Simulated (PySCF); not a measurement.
# Correlation energy of Kr (krypton, neutral)

[Kr], closed-shell 1S. All numbers are calculated (PySCF 2.14, no relativity, point nucleus, in def2-SVP (5s4p3d, 32 functions)). Frozen: [Ar] 3d10; 8 electrons correlated.

MP2 pair energies summed by pair of shells (mhartree):

| pair | energy | share (%) |
| --- | --- | --- |
| 4p-4p | -101.96 | 81.3 |
| 4s-4p | -18.03 | 14.4 |
| 4s-4s | -5.42 | 4.3 |

Total MP2 correlation energy: -125.42 mhartree.

Same-spin part -34.40 and opposite-spin part -91.02 mhartree; SCS-MP2 scales them by 1/3 and 6/5 to -120.69 mhartree.

| level | correlation energy (mhartree) |
| --- | --- |
| CCSD | -135.91 |
| (T) | -1.40 |
| CCSD(T) | -137.31 |

Diagnostics: T1 = 0.0011, D1 = 0.0031, largest double amplitude 0.048.

Cost of the coupled-cluster step: 0.06 s of wall time on 1 thread of Neoverse-V1 (shared host), for 8 correlated electrons.

Iterations:

```
CC2 = 0
CCSD nocc = 4, nmo = 18
frozen orbitals [0, 1, 2, 3, 4, 5, 6, 7, 8, 9, 10, 11, 12, 13]
max_cycle = 100
direct = 0
conv_tol = 1e-08
conv_tol_normt = 1e-06
diis_space = 8
diis_start_cycle = 0
Init t2, MP2 energy = -2751.7952961975  E_corr(MP2) -0.125417590932028
Init E_corr(CCSD) = -0.12541759093414
cycle = 1  E_corr(CCSD) = -0.134447429644188  dE = -0.00902983871  norm(t1,t2) = 0.0175341
cycle = 2  E_corr(CCSD) = -0.135567270507061  dE = -0.00111984086  norm(t1,t2) = 0.0040201
cycle = 3  E_corr(CCSD) = -0.13591578750394  dE = -0.000348516997  norm(t1,t2) = 0.00120298
cycle = 4  E_corr(CCSD) = -0.135912886497074  dE = 2.90100687e-06  norm(t1,t2) = 6.7721e-05
cycle = 5  E_corr(CCSD) = -0.135912609719518  dE = 2.76777556e-07  norm(t1,t2) = 1.0813e-05
cycle = 6  E_corr(CCSD) = -0.135912735946906  dE = -1.26227388e-07  norm(t1,t2) = 1.74801e-06
cycle = 7  E_corr(CCSD) = -0.135912728428863  dE = 7.51804283e-09  norm(t1,t2) = 1.7414e-07
CCSD converged
E(CCSD) = -2751.805791334992  E_corr = -0.135912728428863
CCSD(T) correction = -0.00140429367846101
```
